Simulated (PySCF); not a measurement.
Theory: PySCF 2.14.0, delta-SCF UKS SCAN, pcX-2 on the ionised atom, pcseg-1 elsewhere, spin-free X2C. Geometries: PBE0-D3(BJ)/def2-SVP; isolated species, one conformer each. Values against the vacuum level.

Question: Rank by computed C 1s binding energy, lowest first.
A. C6 in `[CH3:1][CH2:2][CH2:3][C@:4]([CH3:5])([CH2:6][CH3:7])[O:8][CH3:9]`
B. C2 in `[CH2:1]=[CH:2][BH2-:3][AsH3+:4]`
C. C3 in `[BH2:1][AsH:2][CH2:3][CH3:4]`

Answer: B (289.50 eV), A (290.15 eV), C (290.64 eV).

From the lowest up, the atoms are bonded to: C (double bond), H and B (289.50); 2 C and 2 H (290.15); C, 2 H and As (290.64).

1 of these hole states is spin-contaminated (⟨S²⟩ 0.85, against 0.75; counted from 0.85) and less certain.

---

Method used: delta-SCF UKS SCAN, pcX-2 on the ionised atom, pcseg-1 elsewhere, spin-free X2C in PySCF. Geometries: PBE0-D3(BJ)/def2-SVP; isolated species, one conformer each. Values against the vacuum level.

Question: Rank by computed C 1s binding energy, lowest first.
A. Carbon in `C1=COC=CO1`
B. C5 in `[CH3:1][CH2:2][PH:3][CH:4]1[CH2:5][CH2:6]1`
C. C1 in `[CH3:1][O:2][CH2:3][CH2:4][O-:5]`
D. C4 in `[CH3:1][CH:2]([CH3:3])[CH2:4][CH:5]([CH3:6])[CH3:7]`

Answer: C (287.04 eV), D (290.07 eV), B (290.55 eV), A (292.09 eV).

From the lowest up, the atoms are bonded to: O and 3 H in a species of charge -1 (287.04); 2 C and 2 H (290.07); 2 C and 2 H (290.55); O, C (double bond) and H (292.09).

The basis sets have no added diffuse functions, a weakness for anions.
